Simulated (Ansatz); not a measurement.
Ansatz (an electronic-structure program) input (B3LYP-D3(BJ)/def2-TZVP):

Ansatz 0.2 input:
```yaml
crystal:
  periodic: [false, false, false]
  atoms:
    - {symbol: C, position_ang: [-2.10029410, 0.93471957, 0.71740957]}
    - {symbol: C, position_ang: [-0.97293424, -0.09355503, 0.62843438]}
    - {symbol: C, position_ang: [-1.45303827, -1.38813702, -0.02964645]}
    - {symbol: C, position_ang: [0.22073271, 0.53748080, -0.13170209]}
    - {symbol: C, position_ang: [1.39460887, -0.38892293, -0.15382920]}
    - {symbol: O, position_ang: [2.55988524, 0.35029579, -0.90511020]}
    - {symbol: H, position_ang: [-2.47301529, 1.19170081, -0.27656126]}
    - {symbol: H, position_ang: [-1.77247271, 1.85290218, 1.20726320]}
    - {symbol: H, position_ang: [-2.93375491, 0.52955926, 1.29068653]}
    - {symbol: H, position_ang: [-0.63657070, -0.31978244, 1.64584677]}
    - {symbol: H, position_ang: [-2.33448794, -1.76535175, 0.48795424]}
    - {symbol: H, position_ang: [-1.73201159, -1.21722637, -1.07234679]}
    - {symbol: H, position_ang: [-0.70535993, -2.18380423, -0.00123284]}
    - {symbol: H, position_ang: [-0.08545140, 0.77574463, -1.15294460]}
    - {symbol: H, position_ang: [0.49543253, 1.46937545, 0.37394701]}
    - {symbol: H, position_ang: [1.80219480, -0.62895454, 0.82537808]}
    - {symbol: H, position_ang: [1.27239518, -1.27089580, -0.77325860]}
    - {symbol: H, position_ang: [3.41592124, -0.11692575, -0.89191872]}
    - {symbol: H, position_ang: [2.67364887, 1.27177981, -0.60592852]}
basis:
  gaussian:
    orbitals: def2-TZVP
hamiltonian:
  xc: b3lyp
  dispersion: d3bj
total_charge: 1
phonons: {temperatures: {t_min: 298.15, t_max: 298.15, t_step: 100}}
```

Output:

```
Functional definition: B3LYP
integrals: 0.21 GiB planned
1623 factors; their error is unknown
0.36 GiB of the device are held for the grids
1.52 GiB of device memory are held for the factors and their scratch space
mean field: 1.60 GiB planned
mean field evaluation 1: about -7415.6916 eV, gradient 1.0e2 eV
mean field evaluation 2: about -7349.8603 eV, gradient 1.7e2 eV
mean field evaluation 4: about -7439.4580 eV, gradient 1.4e1 eV
mean field evaluation 8: about -7439.7846 eV, gradient 2.0e-1 eV
mean field evaluation 16: about -7439.7407 eV, gradient 1.1e-2 eV
mean field -7439.74065840 eV, -273.4054263589 hartree, gradient 1.2e-5 eV, S^2 0.000000; 0 other end points of the search recorded, 0 dependent functions left out
the calculation of the forces begins
reference -7439.74095447 eV, -273.4054372394 hartree; 25, 25 occupied and 239, 239 virtual orbitals, 1623 factors
these checks for a lower state are left out or cut short: stability, starts, cluster_reference, orbital_swaps, neighbouring_geometries, increment
integrals: 0.21 GiB planned
1623 factors; their error is unknown
0.36 GiB of the device are held for the grids
1.52 GiB of device memory are held for the factors and their scratch space
mean field: 1.60 GiB planned
mean field -7439.74045037 eV, -273.4054187138 hartree, gradient 3.1e-6 eV, S^2 0.000000; 0 other end points of the search recorded, 0 dependent functions left out
the calculation of the forces begins
reference -7439.74074641 eV, -273.4054295932 hartree; 25, 25 occupied and 239, 239 virtual orbitals, 1623 factors
these checks for a lower state are left out or cut short: stability, starts, cluster_reference, orbital_swaps, neighbouring_geometries, increment
integrals: 0.21 GiB planned
1623 factors; their error is unknown
0.36 GiB of the device are held for the grids
1.52 GiB of device memory are held for the factors and their scratch space
mean field: 1.60 GiB planned
mean field evaluation 32: about -7439.7406 eV, gradient 5.6e-4 eV
mean field -7439.74055342 eV, -273.4054225008 hartree, gradient 3.1e-6 eV, S^2 0.000000; 0 other end points of the search recorded, 0 dependent functions left out
the calculation of the forces begins
reference -7439.74084952 eV, -273.4054333824 hartree; 25, 25 occupied and 239, 239 virtual orbitals, 1623 factors
these checks for a lower state are left out or cut short: stability, starts, cluster_reference, orbital_swaps, neighbouring_geometries, increment
integrals: 0.21 GiB planned
1623 factors; their error is unknown
0.36 GiB of the device are held for the grids
1.52 GiB of device memory are held for the factors and their scratch space
mean field: 1.60 GiB planned
mean field -7439.74053734 eV, -273.4054219101 hartree, gradient 3.1e-6 eV, S^2 0.000000; 0 other end points of the search recorded, 0 dependent functions left out
the calculation of the forces begins
reference -7439.74083338 eV, -273.4054327893 hartree; 25, 25 occupied and 239, 239 virtual orbitals, 1623 factors
these checks for a lower state are left out or cut short: stability, starts, cluster_reference, orbital_swaps, neighbouring_geometries, increment
integrals: 0.21 GiB planned
1623 factors; their error is unknown
0.36 GiB of the device are held for the grids
1.52 GiB of device memory are held for the factors and their scratch space
mean field: 1.61 GiB planned
mean field -7439.74045814 eV, -273.4054189994 hartree, gradient 3.1e-6 eV, S^2 0.000000; 0 other end points of the search recorded, 0 dependent functions left out
[...]
integrals: 0.21 GiB planned
1623 factors; their error is unknown
0.36 GiB of the device are held for the grids
1.52 GiB of device memory are held for the factors and their scratch space
mean field: 1.61 GiB planned
mean field -7439.74060725 eV, -273.4054244791 hartree, gradient 3.1e-6 eV, S^2 0.000000; 0 other end points of the search recorded, 0 dependent functions left out
the calculation of the forces begins
reference -7439.74090331 eV, -273.4054353590 hartree; 25, 25 occupied and 239, 239 virtual orbitals, 1623 factors
these checks for a lower state are left out or cut short: stability, starts, cluster_reference, orbital_swaps, neighbouring_geometries, increment
integrals: 0.21 GiB planned
1623 factors; their error is unknown
0.36 GiB of the device are held for the grids
1.52 GiB of device memory are held for the factors and their scratch space
mean field: 1.60 GiB planned
mean field -7439.74061006 eV, -273.4054245825 hartree, gradient 3.1e-6 eV, S^2 0.000000; 0 other end points of the search recorded, 0 dependent functions left out
the calculation of the forces begins
reference -7439.74090615 eV, -273.4054354636 hartree; 25, 25 occupied and 239, 239 virtual orbitals, 1623 factors
these checks for a lower state are left out or cut short: stability, starts, cluster_reference, orbital_swaps, neighbouring_geometries, increment
integrals: 0.21 GiB planned
1623 factors; their error is unknown
0.36 GiB of the device are held for the grids
1.52 GiB of device memory are held for the factors and their scratch space
mean field: 1.61 GiB planned
mean field evaluation 768: about -7439.7406 eV, gradient 1.1e-2 eV
mean field -7439.74064579 eV, -273.4054258955 hartree, gradient 3.1e-6 eV, S^2 0.000000; 0 other end points of the search recorded, 0 dependent functions left out
the calculation of the forces begins
reference -7439.74094186 eV, -273.4054367757 hartree; 25, 25 occupied and 239, 239 virtual orbitals, 1623 factors
these checks for a lower state are left out or cut short: stability, starts, cluster_reference, orbital_swaps, neighbouring_geometries, increment
integrals: 0.21 GiB planned
1623 factors; their error is unknown
0.36 GiB of the device are held for the grids
1.52 GiB of device memory are held for the factors and their scratch space
mean field: 1.60 GiB planned
mean field -7439.74066273 eV, -273.4054265179 hartree, gradient 3.1e-6 eV, S^2 0.000000; 0 other end points of the search recorded, 0 dependent functions left out
the calculation of the forces begins
reference -7439.74095881 eV, -273.4054373987 hartree; 25, 25 occupied and 239, 239 virtual orbitals, 1623 factors
these checks for a lower state are left out or cut short: stability, starts, cluster_reference, orbital_swaps, neighbouring_geometries, increment
integrals: 0.21 GiB planned
1623 factors; their error is unknown
0.36 GiB of the device are held for the grids
1.52 GiB of device memory are held for the factors and their scratch space
mean field: 1.61 GiB planned
mean field -7439.74066848 eV, -273.4054267293 hartree, gradient 3.1e-6 eV, S^2 0.000000; 0 other end points of the search recorded, 0 dependent functions left out
the calculation of the forces begins
reference -7439.74096457 eV, -273.4054376103 hartree; 25, 25 occupied and 239, 239 virtual orbitals, 1623 factors
these checks for a lower state are left out or cut short: stability, starts, cluster_reference, orbital_swaps, neighbouring_geometries, increment
integrals: 0.21 GiB planned
1623 factors; their error is unknown
0.36 GiB of the device are held for the grids
1.52 GiB of device memory are held for the factors and their scratch space
mean field: 1.60 GiB planned
mean field -7439.74061162 eV, -273.4054246399 hartree, gradient 3.1e-6 eV, S^2 0.000000; 0 other end points of the search recorded, 0 dependent functions left out
the calculation of the forces begins
reference -7439.74090769 eV, -273.4054355199 hartree; 25, 25 occupied and 239, 239 virtual orbitals, 1623 factors
these checks for a lower state are left out or cut short: stability, starts, cluster_reference, orbital_swaps, neighbouring_geometries, increment
integrals: 0.21 GiB planned
1623 factors; their error is unknown
0.36 GiB of the device are held for the grids
1.52 GiB of device memory are held for the factors and their scratch space
mean field: 1.60 GiB planned
mean field -7439.74054088 eV, -273.4054220402 hartree, gradient 3.1e-6 eV, S^2 0.000000; 0 other end points of the search recorded, 0 dependent functions left out
the calculation of the forces begins
reference -7439.74083696 eV, -273.4054329209 hartree; 25, 25 occupied and 239, 239 virtual orbitals, 1623 factors
these checks for a lower state are left out or cut short: stability, starts, cluster_reference, orbital_swaps, neighbouring_geometries, increment
integrals: 0.21 GiB planned
1623 factors; their error is unknown
0.36 GiB of the device are held for the grids
1.52 GiB of device memory are held for the factors and their scratch space
mean field: 1.61 GiB planned
mean field evaluation 800: about -7439.7846 eV, gradient 5.8e-4 eV
mean field -7439.74050959 eV, -273.4054208903 hartree, gradient 3.1e-6 eV, S^2 0.000000; 0 other end points of the search recorded, 0 dependent functions left out
the calculation of the forces begins
reference -7439.74080566 eV, -273.4054317706 hartree; 25, 25 occupied and 239, 239 virtual orbitals, 1623 factors
these checks for a lower state are left out or cut short: stability, starts, cluster_reference, orbital_swaps, neighbouring_geometries, increment
integrals: 0.21 GiB planned
1623 factors; their error is unknown
0.36 GiB of the device are held for the grids
1.52 GiB of device memory are held for the factors and their scratch space
mean field: 1.60 GiB planned
mean field -7439.74063378 eV, -273.4054254542 hartree, gradient 3.1e-6 eV, S^2 0.000000; 0 other end points of the search recorded, 0 dependent functions left out
the calculation of the forces begins
reference -7439.74092987 eV, -273.4054363352 hartree; 25, 25 occupied and 239, 239 virtual orbitals, 1623 factors
these checks for a lower state are left out or cut short: stability, starts, cluster_reference, orbital_swaps, neighbouring_geometries, increment
integrals: 0.21 GiB planned
1623 factors; their error is unknown
0.36 GiB of the device are held for the grids
1.52 GiB of device memory are held for the factors and their scratch space
mean field: 1.60 GiB planned
mean field -7439.74064814 eV, -273.4054259817 hartree, gradient 3.1e-6 eV, S^2 0.000000; 0 other end points of the search recorded, 0 dependent functions left out
the calculation of the forces begins
reference -7439.74094420 eV, -273.4054368618 hartree; 25, 25 occupied and 239, 239 virtual orbitals, 1623 factors
Total energy: -7440.39159591 eV, -273.4293478711 hartree
Atom 0 at    -2.100294     0.934720     0.717410 Å, force    -0.000012    -0.000139    -0.000040 eV/Å
Atom 1 at    -0.972934    -0.093555     0.628434 Å, force     0.000243    -0.000002     0.000098 eV/Å
Atom 2 at    -1.453038    -1.388137    -0.029646 Å, force    -0.000060    -0.000234     0.000116 eV/Å
Atom 3 at     0.220733     0.537481    -0.131702 Å, force    -0.000003     0.000113    -0.000144 eV/Å
Atom 4 at     1.394609    -0.388923    -0.153829 Å, force    -0.000615    -0.000243     0.000257 eV/Å
Atom 5 at     2.559885     0.350296    -0.905110 Å, force     0.000781     0.000607    -0.000342 eV/Å
Atom 6 at    -2.473015     1.191701    -0.276561 Å, force     0.000031     0.000144    -0.000016 eV/Å
Atom 7 at    -1.772473     1.852902     1.207263 Å, force     0.000081     0.000075     0.000079 eV/Å
Atom 8 at    -2.933755     0.529559     1.290687 Å, force     0.000003    -0.000079    -0.000060 eV/Å
Atom 9 at    -0.636571    -0.319782     1.645847 Å, force    -0.000101     0.000116    -0.000023 eV/Å
Atom 10 at    -2.334488    -1.765352     0.487954 Å, force     0.000141     0.000032    -0.000061 eV/Å
Atom 11 at    -1.732012    -1.217226    -1.072347 Å, force    -0.000046    -0.000001    -0.000082 eV/Å
Atom 12 at    -0.705360    -2.183804    -0.001233 Å, force    -0.000109     0.000078     0.000005 eV/Å
Atom 13 at    -0.085451     0.775745    -1.152945 Å, force    -0.000128    -0.000034     0.000037 eV/Å
Atom 14 at     0.495433     1.469375     0.373947 Å, force    -0.000029     0.000068    -0.000011 eV/Å
Atom 15 at     1.802195    -0.628955     0.825378 Å, force     0.000133    -0.000093     0.000039 eV/Å
Atom 16 at     1.272395    -1.270896    -0.773259 Å, force     0.000066    -0.000123     0.000045 eV/Å
Atom 17 at     3.415921    -0.116926    -0.891919 Å, force    -0.000109    -0.000232    -0.000001 eV/Å
Atom 18 at     2.673649     1.271780    -0.605929 Å, force    -0.000266    -0.000053     0.000103 eV/Å
Dipole moment:     1.789062     0.167059    -0.251608 e Å
Vibrations: 79.74 104.05 167.35 197.34 230.87 254.27 309.22 372.76 428.30 449.86 657.48 687.74 798.85 821.75 915.62 940.71 947.33 976.34 1000.82 1073.66 1166.04 1171.05 1196.40 1240.94 1310.43 1317.03 1367.36 1374.51 1399.06 1416.07 1436.56 1483.99 1495.21 1499.00 1501.54 1507.88 1513.77 1640.28 3015.76 3019.30 3031.93 3039.14 3078.88 3088.47 3101.64 3110.95 3114.06 3118.71 3194.06 3629.43 3717.63 cm⁻¹, zero-point energy 4.817476 eV
```

It need not be the lowest isomer of its formula.
